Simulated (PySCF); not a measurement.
Gas-phase reaction: 4 GaH₂Cl = Ga₂H₆ + 2 H + 2 GaCl₂, at 1800 K and a standard pressure of 1 bar. Level: PBE0/def2-SVP†.

Computed with PySCF and rigid-rotor harmonic-oscillator thermochemistry at 1 bar. † marks an energy on the PBE0/def2-TZVP geometry and frequencies. Open shells (unrestricted): H (multiplicity 2), GaCl₂ (multiplicity 2); the rest are closed-shell singlets. Ga: all electrons, no relativistic terms. GaH₂Cl, Ga₂H₆, GaCl₂: computed as isolated molecules; such fragments, hydroxides, amides, oligomers or adducts are transient or little studied in the gas. The harmonic model lacks anharmonicity and excited electronic states, which grow with temperature; levels with a mode under 35 cm⁻¹ are left out. Soft modes under 120 cm⁻¹ make the harmonic entropy rough for GaCl₂.

| species | E (Ha) | H(1800 K) − E (kJ/mol) | S°(1800 K) (J/mol/K) |
|---|---|---|---|
| GaH₂Cl | -2385.49309 | 157.0 | 385.9 |
| Ga₂H₆ | -3852.27075 | 350.3 | 538.1 |
| H | -0.50034 | 37.4 | 152.1 |
| GaCl₂ | -2844.24479 | 105.0 | 404.8 |
E: electronic energy; H − E holds the zero-point and thermal terms. 1 Ha = 2625.5 kJ/mol.

Task: Work out ΔH°, ΔS°, ΔG° and log10 K from these numbers.

Result: 1. ΔE = 1×(-3852.27075) + 2×(-0.50034) + 2×(-2844.24479) − 4×(-2385.49309) = 0.21135 Ha = 554.9 kJ.
2. Δ(H − E) = 1×(350.3) + 2×(37.4) + 2×(105.0) − 4×(157.0) = 7.1 kJ, so ΔH° = 562.0 kJ.
3. ΔS° = 1×(538.1) + 2×(152.1) + 2×(404.8) − 4×(385.9) = 108.3 J/K; the number of gas molecules changes by +1.
4. ΔG° = ΔH° − TΔS° = 562.0 − 1800×(108.3)/1000 = 367.1 kJ.
5. log10 K = −ΔG°/(RT ln 10) = -10.65, with RT ln 10 = 34.46 kJ/mol; at standard pressures the reactants are favoured.
6. A shift of 10 kJ in ΔE would move log10 K by 0.29 here.
For scale, ΔH°(298 K) is 536 kJ at this level, 571 kJ at ωB97M-V/def2-TZVP†, and runs from 459 to 584 kJ over the 19 levels computed.
